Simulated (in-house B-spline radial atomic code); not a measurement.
**Si-: [Ne] 3s2 3p3**

Computed with an all-electron radial atomic-structure program (B-spline basis): non-relativistic BHandHLYP, spin-polarised, spherical fractional occupations, exact exchange averaged over the configuration, point nucleus.

Effective charges: Z_r = [3n² - l(l+1)]/(2<r>) from the radius, Z_e = n√(-2ε) from the energy, and Slater's rules. Values are occupation-weighted means over spin.

```tsv
shell	electrons	ε (eV)	<r> (bohr)	Z_r	Z_e	Slater
1s	2	-1820.7	0.1115	13.45	11.57	13.70
2s	2	-146.34	0.5666	10.59	6.56	9.85
2p	6	-99.028	0.5367	9.32	5.40	9.85
3s	2	-6.5017	2.275	5.93	2.07	3.80
3p	3	-0.17444	3.281	3.81	0.34	3.80
```

The least bound orbital is 3p up at -0.1744 eV, and it is also the most diffuse (<r> = 3.281 bohr).

The density falls to 0.001 bohr⁻³ at 4.96 bohr; Σ<r²> = 56.687 bohr² gives, by the non-relativistic formula and without the paramagnetism of open shells, a Langevin diamagnetic susceptibility of -44.9×10⁻⁶ cm³/mol.
